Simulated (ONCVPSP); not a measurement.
# What one change does to a pseudopotential (antimony (Sb), ONCV)

- Element: antimony
- Generator: ONCVPSP 4.0.1
- Type: optimised norm-conserving Vanderbilt (ONCV)
- Functional: PBE
- Relativity: scalar-relativistic
- Frozen core: [Ar] 3d10
- Valence charge: 23
- Reference configuration: 4s2 4p6 4d10 5s2 5p2 (charge +1)
- Partial waves: 4s+5s: rc 1.05 bohr, ncon 5, nbas 9, qcut 9.9 1/bohr, 2 projectors; 4p+5p: rc 1.25 bohr, ncon 4, nbas 7, qcut 14.1 1/bohr, 2 projectors; 4d: rc 1.00 bohr, ncon 4, nbas 7, qcut 8.7 1/bohr, 2 projectors, debl 0.8 Ha
- Local potential: polynomial inside 0.75 bohr (lpopt 5, dvloc0 0 Ha)
- Core correction: none

In the d channel the program set the typed energies aside and used -1.544, 0.250 Ha.

All-electron outer shells of the reference configuration (PBE, scalar-relativistic, ld1.x):

| shell | level (eV) | outermost node (bohr) | outermost maximum (bohr) |
| --- | --- | --- | --- |
| 3p | -758.95 | 0.13 | 0.29 |
| 3d | -524.42 | – | 0.24 |
| 4s | -157.36 | 0.39 | 0.73 |
| 4p | -110.31 | 0.39 | 0.76 |
| 4d | -42.01 | 0.38 | 0.84 |
| 5s | -20.64 | 0.95 | 1.88 |
| 5p | -11.99 | 1.04 | 2.24 |

Change: s: qcut 6.3.

Cutoffs: the cutoffs (Ha) at which the residual kinetic energy of the hardest occupied pseudo-wave falls to 1 and 0.1 mHa per electron; they do not see the model core or the augmentation charge, which bear on the density cutoff. Errors are all-electron minus pseudo energies relative to the spin-unpolarised reference configuration.

Task: Predict the effect on cutoff, ghosts and configuration errors.

Result: The potential gets harder (82 Ha and 182 Ha → 201 Ha and 224 Ha); the errors of the 4 common tests hardly move; neither file shows a bound ghost.

```tsv
quantity	base	changed
cutoff, loose	82 Ha	201 Ha
cutoff, tight	182 Ha	224 Ha
loose cutoff by channel	s 50 Ha, p 61 Ha, d 82 Ha	s 201 Ha, p 61 Ha, d 82 Ha
bound ghosts	none	none
GHOST(+) flags under 300 eV	s at 105.4 eV	s at 175.8 eV
error for 4s2 4p6 4d10 5s2 5p3, meV [ΔE -8.32 eV]	+1.6	+1.7
error for 4s2 4p6 4d10 5s2 5p1, meV [ΔE 15.97 eV]	-3.4	-3.4
error for 4s2 4p6 4d10 5s2 5p0, meV [ΔE 40.38 eV]	-9.0	-8.6
error for 4s2 4p5 4d10 5s2 5p3, meV [ΔE 101.63 eV]	-77	-74
s: phases at 1.07 bohr within 0.05 rad from the reference energy up to (Ha; the scan ends near 5)	n/a	4.6
p: phases at 1.27 bohr within 0.05 rad from the reference energy up to (Ha; the scan ends near 5)	to the end of the scan	to the end of the scan
d: phases at 1.01 bohr within 0.05 rad from the reference energy up to (Ha; the scan ends near 5)	to the end of the scan	to the end of the scan
```
